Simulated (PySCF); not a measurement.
# Relaxation of quartet [OsO2]+

Level of theory: PySCF, UPBE0, basis Os def2-TZVP with ECP60, O def2-TZVP (scalar-relativistic core potentials, no spin–orbit coupling, density fitting). A (50,194) grid was used.

A hand-made linear start, of D∞h symmetry, held to at least that symmetry:

```xyz
3
charge 1 multiplicity 4, angstrom
Os    0.0000    0.0000    0.0000
O     0.0000    0.0000    1.6954
O     0.0000    0.0000   -1.6954
```

Optimiser trace:
```tsv
step	E − E(last) (kJ/mol)	largest gradient (Eh/bohr)
0	1.01	0.01624
1	0.67	0.01262
2	0.00	0.00052
3	0.00	0.00002
```

It ends at D∞h with Os–O 1.708 Å (×2); O–Os–O 180.0°. A frequency run shows 2 imaginary modes (one degenerate set), down to 314i cm⁻¹, so it is a higher-order saddle point. Other isomers or separated fragments may lie lower.

Final geometry:
```xyz
3
charge 1 multiplicity 4, angstrom
Os    0.0000    0.0000    0.0000
O     0.0000    0.0000    1.7081
O     0.0000    0.0000   -1.7081
```

Open d and f shells are described by one determinant, and the ground state may have another occupation or spin. At this level a doublet minimum of C2v symmetry lies 122 kJ/mol below this structure. Spin–orbit coupling, left out here, can matter for elements this heavy.

The relaxation took of the order of 25 core-seconds on a shared host.
